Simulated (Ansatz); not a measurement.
`C=CC[Si](F)(F)F`. Charge 0, multiplicity 1.

Z-matrix (Å, degrees):
```
C
C 1 1.496
Si 1 1.842 2 112.1
H 1 1.096 2 111.1 3 120.1
H 1 1.095 2 111.1 3 -120.7
C 2 1.325 1 124.8 3 107.2
H 2 1.087 1 116.0 3 -71.2
F 3 1.579 1 111.4 2 173.7
F 3 1.577 1 111.9 2 -66.3
F 3 1.579 1 111.4 2 53.9
H 6 1.085 2 121.7 1 1.2
H 6 1.083 2 121.2 1 -178.8
```

Problem. Give the diagnostics of a CCSD(T)/def2-TZVPP run (frozen core, Ansatz 0.2.0). (Best estimate.)

Solution. Ansatz gave: T1 = 0.0114, largest single amplitude 0.015, largest double 0.068, (T) share of the correlation energy 3.3 %, 9 CCSD cycles. The RHF solution is stable towards an unrestricted one. T1 lies under the customary mark of 0.02 for closed shells.
